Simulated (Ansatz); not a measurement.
`NC([SiH3])=S` and `NC(=S)[SiH2]O` differ in one atom or group.

Ansatz, PBE0-D4/def2-TZVP geometries, multiplicity 1. Each molecule was computed in one conformer, which needn't be the lowest.

```csv
property,`NC([SiH3])=S`
HOMO energy (ωB97M-V/def2-TZVPP) / eV,-8.34
LUMO energy (B3LYP/def2-TZVPP) / eV,-1.64
LUMO energy (PBE/def2-TZVPP) / eV,-2.34
HOMO–LUMO gap (B3LYP/def2-TZVPP) / eV,4.33
HOMO–LUMO gap (PBE/def2-TZVPP) / eV,2.73
HOMO energy (PBE0/def2-TZVPP) / eV,-6.20
```

Task: What does the change do to each property? (Estimate.)

Result: The calculation gave: 
```csv
property,`NC(=S)[SiH2]O`,shift
HOMO energy (ωB97M-V/def2-TZVPP) / eV,-8.32,0.02
LUMO energy (B3LYP/def2-TZVPP) / eV,-1.49,0.15
LUMO energy (PBE/def2-TZVPP) / eV,-2.20,0.14
HOMO–LUMO gap (B3LYP/def2-TZVPP) / eV,4.45,0.12
HOMO–LUMO gap (PBE/def2-TZVPP) / eV,2.85,0.12
HOMO energy (PBE0/def2-TZVPP) / eV,-6.18,0.02
```

B3LYP here is the variant with VWN-RPA as its local correlation; programs differ in this.
